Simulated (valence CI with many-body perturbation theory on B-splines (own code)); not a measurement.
**Sensitivity of CI+MBPT for Re³⁺**

Calculated by valence CI with perturbative core correlation (CI+MBPT): four valence electrons over a frozen Dirac-Fock core [Xe] 4f14, a basis of 6 s, 6 p, 5 d, 5 f, 1 g functions for each j, with the one-electron correlation potential Σ1, the two-electron term Σ2, the three-electron term Σ3, Breit, model QED; selected CI, second order for the rest, scaled by the run's own slope (own B-spline code, finite nucleus).

Set against measurement, 23 paired levels are off by 472 cm⁻¹ on average, the worst by 1289. Only levels of the ground parity were solved; by the run's estimate the other parity begins above the list, which can be wrong where configurations are misplaced.

The reference run has the lowest level 5d⁴ ⁵D_0 and an ionisation energy of 39.8755 eV. Its largest variational space holds 10000 state functions.

Names give the largest LS component (configuration and term), which can be under half, so a name can repeat, a term be missing and a line seem to break the LS rules; names also repeat where a configuration has a term twice. Letters in brackets count levels of one name in rising energy.

| Level | Reference (cm⁻¹) | Shift (cm⁻¹) |
| --- | --- | --- |
| 5d⁴ ⁵D_1 | 2820 | +146 |
| 5d⁴ ⁵D_2 | 5611 | +306 |
| 5d⁴ ⁵D_3 | 8003 | +267 |
| 5d⁴ ⁵D_4 | 9910 | +356 |
| 5d⁴ ³P_0 | 14895 | +20 |
| 5d⁴ ³H_4 | 17130 | +627 |
| 5d⁴ ³P_1 | 19820 | +325 |
| 5d⁴ ³G_3 | 20230 | +617 |
| 5d⁴ ³F_2 | 20431 | +711 |
| 5d⁴ ³H_5 | 21046 | +499 |
| 5d⁴ ³H_6 | 23010 | +95 |
| 5d⁴ ³G_4 [a] | 24548 | +681 |

The ionisation energy moves by -0.00035 eV.

(1) Which of these changes was made?
A. size limit of the variational space 10000 → 1500
B. logarithmic knot step 0.27 → 1.1
C. size limit of the variational space 10000 → 3000; second order for the rest on → off
D. logarithmic knot step 0.27 → 0.33; hole-hole ladder in Σ2 on → off

Results:

(1) C. size limit of the variational space 10000 → 3000; second order for the rest on → off.
